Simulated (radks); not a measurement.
Initial-state core-level shifts of neutral ytterbium when its valence configuration changes from [Xe] 4f14 6s2. All-electron calculation, non-relativistic Kohn-Sham, PBE, spin-polarised, spherical densities, point nucleus; open shells are filled with parallel spins first (spin-orbit coupling, left out, can overturn this in heavy ions); relativity is left out, which matters for an element this heavy. Program: a radial shooting solver on a logarithmic mesh with Libxc functionals. Shifts are changes of the shell-averaged eigenvalues in eV (positive: less bound); the change of the density at the nucleus, which sets a Mossbauer isomer shift, is in e/bohr^3, on a base of 2.45e+05.

4f14 6s1.5 6p0.5: 3s -0.604; 3d -0.605; 4p -0.608; 4d -0.608; density at nucleus -2.88
4f13 6s2 6p1: 3s -12.833; 3d -12.710; 4p -12.159; 4d -11.994; density at nucleus +17.23
4f13 5d1 6s2: 3s -9.191; 3d -9.055; 4p -8.490; 4d -8.314; density at nucleus +12.55
4f13 5d1 6s1 6p1: 3s -10.175; 3d -10.039; 4p -9.478; 4d -9.302; density at nucleus +5.70
4f13 6s1.5 6p1.5: 3s -13.287; 3d -13.164; 4p -12.615; 4d -12.450; density at nucleus +12.93
4f12 6s2 6p2: 3s -27.220; 3d -26.956; 4p -25.476; 4d -25.097; density at nucleus +37.10
4f13 5d1 6s0.5 6p1.5: 3s -10.733; 3d -10.598; 4p -10.038; 4d -9.862; density at nucleus +1.57
4f14 6s1 6p1: 3s -1.094; 3d -1.096; 4p -1.102; 4d -1.103; density at nucleus -6.08
4f13.5 5d0.5 6s2: 3s -4.530; 3d -4.466; 4p -4.225; 4d -4.143; density at nucleus +6.20
